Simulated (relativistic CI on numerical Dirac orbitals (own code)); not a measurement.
**P5+: sensitivity of the levels to the model**

Base calculation: Dirac-Coulomb-Breit CI, orbitals from a KLI potential per configuration, a model potential for QED, valence Slater integrals scaled by 0.85, P86 correlation energy added to each configuration.

CI space (outside the closed core 1s2): 2s2 2p6, 2s2 2p5 3s, 2s2 2p5 3p, 2s2 2p5 3d, 2s2 2p5 4s, 2s2 2p5 4p, 2s 2p6 3s, 2s2 2p5 4d, 2s2 2p5 4f, 2s 2p6 3p, 2s2 2p4 3s2, 2s 2p6 3d, 2s2 2p4 3s 3p, 2s2 2p4 3p2, 2s2 2p4 3s 3d, 2s 2p6 4s. Levels of other configurations are missing.

Variants: (1) self-excluded LDA correlation estimate; (2) valence Slater integrals scaled by 0.75; (3) QED terms removed; (4) non-relativistic limit. Shifts of the energy above 2s2 2p6 1S_0, in cm⁻¹, for the lowest level and the first level of each name with at least 55 % of one term (blank where a level changes its place among those of its configuration and J or its character, or is not in the variant):

```
           Level     Base   Δ(1)   Δ(2)  Δ(3)   Δ(4)  Measured
    2s2 2p6 1S_0        0      0      0     0      0         0
2s2 2p5 3s 3P°_2  1090242  +2622   +258   -95  +3843          
2s2 2p5 3s 3P°_1  1093558  +2622    +72  -101   +527          
2s2 2p5 3s 3P°_0  1097417  +2622   +260  -115  -3332   1097062
2s2 2p5 3s 1P°_1  1102807  +2624   -627  -109    -25   1103116
 2s2 2p5 3p 3S_1  1174432  +2819  +2148   -36   +739   1171426
 2s2 2p5 3p 3D_3  1186157  +2826   +444   -35  +2289   1185452
 2s2 2p5 3p 3D_2  1187179  +2826   +287   -35  +1267          
 2s2 2p5 3p 3D_1  1189794  +2827   +186   -40  -1348   1189314
 2s2 2p5 3p 3P_2  1192923  +2827   -379   -36                 
 2s2 2p5 3p 3P_0  1197459  +2828   -506   -46  -1652   1197983
 2s2 2p5 3p 3P_1  1198627  +2827   -403   -51  -2820   1198999
 2s2 2p5 3p 1S_0  1244324  +2950  -6832   -42   -133   1242588
2s2 2p5 3d 3P°_0  1306844  +2858   +889   -36  +2250   1305796
2s2 2p5 3d 3P°_1  1307682  +2858   +853   -38  +1412   1306656
2s2 2p5 3d 3P°_2  1309454  +2859   +771   -42   -361   1308493
2s2 2p5 3d 3F°_4  1311651  +2860   +253   -38  +2304   1310891
2s2 2p5 3d 3F°_3  1313111  +2860   +134   -39   +845   1312298
2s2 2p5 3d 3F°_2  1315456  +2860     +1   -42  -1501   1314860
2s2 2p5 3d 3D°_1  1321929  +2863   -668   -45   -864          
2s2 2p5 3d 3D°_3  1322980  +2861   -338   -55  -1914          
2s2 2p5 3d 3D°_2  1323389  +2861   -465   -53
```

At this charge configurations can still be misplaced by up to about 7 % of their energy. 29 of the 38 excited levels that our extract of the measured tables holds in this range could be paired (the sources list more); they are missed by 603 cm⁻¹ on average and 3006 at most, and levels without a partner can miss by more.

Measured levels: Martin, Zalubas and Musgrove, J. Phys. Chem. Ref. Data 14, 751 (1985).

Ionisation energy from the two ground configurations alone: base 220.287 eV; self-excluded LDA correlation estimate 221.154 eV. The NIST ASD value (semi-empirical) is 220.43 eV.

LS names give the leading component of a level, which can be under half, so a name can repeat, a term be missing and a line seem to break the LS rules.
